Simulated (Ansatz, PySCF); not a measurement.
Stepwise substitution at one centre (B OH-H). Gas-phase values, no solvent. One relaxed conformer stands for each flexible species; it need not be the lowest. Strings in code marks are SMILES.

Quantity: vertical ionisation energy (energy after one electron is removed minus that of the parent at the parent's geometry), in eV.

Level 1: frozen-core MP2/cc-pVTZ // B3LYP-D3(BJ)/def2-TZVP (Ansatz, a first-principles code)
Level 2: minus the HOMO energy of HF/3-21G // B3LYP-D3(BJ)/def2-TZVP (PySCF)
Level 3: minus the HOMO energy of HF/6-31G* // B3LYP-D3(BJ)/def2-TZVP (PySCF)
Level 4: minus the HOMO energy of HF/STO-3G // B3LYP-D3(BJ)/def2-TZVP (PySCF)

```csv
species,level 1,level 2,level 3,level 4
`B`,13.26,13.59,13.52,12.59
"`OBO` (H–O–B–O torsion 180°, O–B–O–H torsion 180°)",12.22,12.81,13.07,10.06
`BO`,12.05,12.42,12.53,10.72
```
